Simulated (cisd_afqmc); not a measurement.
Input (AFQMC/CISD/def2-TZVPP; cisd_afqmc is a phaseless AFQMC code with CISD trial states that reads the integrals written by Ansatz):

Ansatz 0.2 input:
```python
import cisd_afqmc

open("ham.yaml", "w").write("""\
crystal:
  periodic: [false, false, false]
  atoms:
    - {symbol: Re, position_ang: [0.02565954, -0.01969351, -0.01567819]}
    - {symbol: O, position_ang: [1.07536975, 0.81814338, -1.06578308]}
    - {symbol: O, position_ang: [0.91160326, -0.72857019, 1.25823820]}
    - {symbol: O, position_ang: [-0.78921980, -1.25606125, -0.86280972]}
    - {symbol: O, position_ang: [-1.20129487, 1.22926444, 0.65758251]}
    - {symbol: H, position_ang: [-1.89613209, 0.97480221, 1.27804078]}
basis:
  gaussian:
    orbitals: def2-TZVPP
magnetization: {spin_polarized: false}
correlation: {method: ccsd, electrons: outside_noble_gas, hamiltonian_folder: ham}
""")
rep = cisd_afqmc.ansatz("ham.yaml")
e_ccsd = rep["correlation"]["coupled_cluster"]["energy"]["hartree"]
out = cisd_afqmc.run("ham", e_ccsd, trial="CISD", walkers=1000, populations=1, threads=12, dt=0.005, steps=40, early=36, settle=10, least=100,
    cut=5e-5, rank_cut=2e-4, target=0.0007, seconds=1500, seed=4, memory=62639, gpu=True)
```

Output:

```
   2.0  -379.05866
   4.0  -379.06826
   6.0  -379.05532
   8.0  -379.06051
  10.0  -379.05324
  12.0  -379.06351
  14.0  -379.07012
  16.0  -379.05400
  18.0  -379.06031
  20.0  -379.05571
  22.0  -379.06689
  24.0  -379.06547
  26.0  -379.06690
  28.0  -379.06414
  30.0  -379.05750
  32.0  -379.07188
  34.0  -379.05637
  36.0  -379.06796
  38.0  -379.05436
  40.0  -379.05686
  42.0  -379.06351
  44.0  -379.06021
  46.0  -379.06336
  48.0  -379.06107
  50.0  -379.06418
  52.0  -379.06393
  54.0  -379.05606
  56.0  -379.06069
  58.0  -379.07043
  60.0  -379.07493
  62.0  -379.06805
  64.0  -379.06952
  66.0  -379.05744
  68.0  -379.06554
  70.0  -379.06128
  72.0  -379.06145
  74.0  -379.05608
  76.0  -379.06443
  78.0  -379.05901
  80.0  -379.06112
  82.0  -379.05227
  84.0  -379.07418
  86.0  -379.06504
  88.0  -379.07179
  90.0  -379.05727
  92.0  -379.06666
  94.0  -379.05638
  96.0  -379.04919
  98.0  -379.06282
 100.0  -379.06564
 102.0  -379.07840
 104.0  -379.06586
 106.0  -379.06396
 108.0  -379.05978
 110.0  -379.05642
 112.0  -379.06736
 114.0  -379.06333
 116.0  -379.06566
 118.0  -379.06917
 120.0  -379.05564
 122.0  -379.05801
 124.0  -379.06258
 126.0  -379.06883
 128.0  -379.05724
 130.0  -379.06241
 132.0  -379.06487
 134.0  -379.06199
 136.0  -379.05947
blocks 672 (0 outliers left out), error by blocks joined: 1: 0.00039, 2: 0.00048, 4: 0.00058, 8: 0.00069, 16: 0.00069
E(AFQMC/CISD) = -379.06257 +/- 0.00069
```

 The CCSD(T) runs of this state have a T1 diagnostic of up to 0.027.
